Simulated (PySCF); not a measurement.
**TDDFT excited states: C2HCl5**

Compound: pentachloroethane, C₂HCl₅.
Z-matrix (Å and degrees, PBE0-D3(BJ)/def2-SVP geometry), rows numbered from 1:
```
Cl
C   1  1.7639
Cl  2  1.7649  1  110.89
C   2  1.5469  1  111.22  3  -124.27
Cl  4  1.7623  2  111.10  1    61.99
Cl  4  1.7750  2  108.32  1  -176.82
Cl  4  1.7755  2  108.28  1   -59.18
H   2  1.0979  1  108.04  3   118.15
```

Computed, not measured: PySCF, TDDFT wB97X-D/def2-SVPD, vertical, gas phase, core orbitals frozen in the response.

Question: List the vertical singlet excitations with oscillator strengths and describe the spectrum.

Answer: 

```json
{"state": "S1", "E (eV)": "6.56", "E (hartree)": "0.2410", "f": "0.0005", "|μ| (D)": "0.14", "symmetry": "–", "main configurations (H = HOMO, L = LUMO)": "H-1→L (40%), H→L (40%)"}
{"state": "S2", "E (eV)": "6.83", "E (hartree)": "0.2511", "f": "0.0066", "|μ| (D)": "0.50", "symmetry": "A″", "main configurations (H = HOMO, L = LUMO)": "H-1→L (40%), H→L (22%), H-6→L (12%)"}
{"state": "S3", "E (eV)": "6.87", "E (hartree)": "0.2526", "f": "0.0038", "|μ| (D)": "0.38", "symmetry": "A′", "main configurations (H = HOMO, L = LUMO)": "H→L+1 (76%)"}
{"state": "S4", "E (eV)": "6.98", "E (hartree)": "0.2566", "f": "0.013", "|μ| (D)": "0.70", "symmetry": "A″", "main configurations (H = HOMO, L = LUMO)": "H→L+2 (67%)"}
{"state": "S5", "E (eV)": "7.00", "E (hartree)": "0.2571", "f": "0.017", "|μ| (D)": "0.81", "symmetry": "A′", "main configurations (H = HOMO, L = LUMO)": "H-4→L (35%), H-2→L (26%), H-1→L+1 (14%)"}
{"state": "S6", "E (eV)": "7.11", "E (hartree)": "0.2612", "f": "0.0011", "|μ| (D)": "0.20", "symmetry": "–", "main configurations (H = HOMO, L = LUMO)": "H-2→L+2 (52%), H-1→L+1 (14%)"}
{"state": "S7", "E (eV)": "7.16", "E (hartree)": "0.2632", "f": "0.0048", "|μ| (D)": "0.42", "symmetry": "A″", "main configurations (H = HOMO, L = LUMO)": "H-2→L+1 (35%), H-1→L+2 (27%), H-3→L+2 (8%)"}
{"state": "S8", "E (eV)": "7.24", "E (hartree)": "0.2661", "f": "0.0015", "|μ| (D)": "0.24", "symmetry": "–", "main configurations (H = HOMO, L = LUMO)": "H-4→L (23%), H-1→L+1 (17%), H-4→L+2 (14%)"}
{"state": "S9", "E (eV)": "7.39", "E (hartree)": "0.2714", "f": "0.0005", "|μ| (D)": "0.13", "symmetry": "–", "main configurations (H = HOMO, L = LUMO)": "H-1→L+2 (20%), H-2→L+1 (14%), H-1→L+3 (12%)"}
{"state": "S10", "E (eV)": "7.40", "E (hartree)": "0.2719", "f": "0.0007", "|μ| (D)": "0.15", "symmetry": "–", "main configurations (H = HOMO, L = LUMO)": "H-1→L+1 (23%), H-2→L (13%), H-5→L (9%)"}
```

Triplets (Tamm–Dancoff): T1 5.94 eV, H-1→L (35%), H→L (33%); T2 6.15 eV, H-1→L (35%), H-6→L (16%), H→L (14%); T3 6.24 eV, H-4→L (36%), H-2→L (20%), H-1→L+1 (17%); T4 6.29 eV, H→L+1 (57%), H-7→L (13%).

The lowest singlet comes at 189 nm (633 kJ/mol) in the vacuum ultraviolet; it is very weak; its leading configuration is HOMO-1→LUMO (40%). The strongest level in the table is S5 at 7.00 eV (177 nm, f = 0.017). Löwdin shares by element: HOMO chlorine 99% or more; LUMO chlorine 72% or more, carbon 23% or more. Orbital energies (eV): HOMO-3 -11.52, HOMO-2 -11.16, HOMO-1 -11.05, HOMO -10.74, LUMO 0.64, LUMO+1 0.87, LUMO+2 0.97. Of the 10 states listed, 2 reach f = 0.01 and 1 stays under 0.0005. Weighted by f, the mean energy of these states is 6.99 eV. All these states lie below the vertical ionisation energy of 11.10 eV (ΔSCF). Symmetry labels in Cs follow from the direction of the transition dipole and are given only for states with f of 0.002 or more. Singlets were solved by full linear response, triplets in the Tamm–Dancoff approximation.
